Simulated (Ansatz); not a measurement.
`C[CH2][SbH][SiH3]` → `[SiH3][SbH2]` + `C=C` at 400 K and 1 bar (β-hydride elimination).

Gas-phase electronic energies from Ansatz, PBE0-D4/def2-TZVP geometries. CBS: MP2 limit from def2 TZ/QZ plus the TZ coupled-cluster correction, frozen cores. This one scheme is used for every species. def2 core potentials past Kr. For Sb outer-core shells are correlated without core-valence functions, which leaves a few kJ/mol of doubt a bond. Each species was taken in one conformer, which may not be the lowest.

```
            species  CCSD(T)/CBS energy (Eh)  H − E (kJ/mol)  S (J/(mol·K))
`C[CH2][SbH][SiH3]`               -610.60798           291.4          421.0
     `[SiH3][SbH2]`               -532.08095           123.9          330.9
              `C=C`                -78.48111           149.4          232.7
```

H − E and S are ideal-gas, rigid-rotor, harmonic terms from PBE0-D4/def2-TZVP, for one conformer and one mirror image of each species. 1 Eh = 2625.50 kJ/mol, R = 8.31446 J/(mol·K).

**Question.** By hand: ΔE, ΔH, ΔS and ΔG.

**Answer.** ΔE = (-532.08095) + (-78.48111) − (-610.60798) = 0.04592 Eh = 120.6 kJ/mol. Δ(H − E) = 123.9 + 149.4 − 291.4 = -18.1, so ΔH = 102.5 kJ/mol. ΔS = 330.9 + 232.7 − 421.0 = 142.6 J/(mol·K). ΔG = 102.5 − 400 × (142.6)/1000 = 45.5 kJ/mol.

**Question.** By hand: the equilibrium constant, and the temperature at which ΔG would vanish if ΔH and ΔS stayed fixed.

**Answer.** log₁₀ K = −ΔG/(RT ln 10) = -5.9. ΔG = 0 at ΔH/ΔS = 719 K.

The number of gas molecules changes by +1, which sets the sign of ΔS. A doubt of 5 kJ/mol in ΔE shifts log₁₀ K by 0.7 here. Other conformers and mirror images would add mixing entropy, several J/(mol·K) or more a flexible species. Modes under 60 cm⁻¹, often nearly free rotors, make the harmonic entropy too high. These are equilibria of isolated gas molecules and say nothing of rates. Largest T1 diagnostic: 0.014 (customary marks: 0.02 for closed shells, 0.045 for open ones).
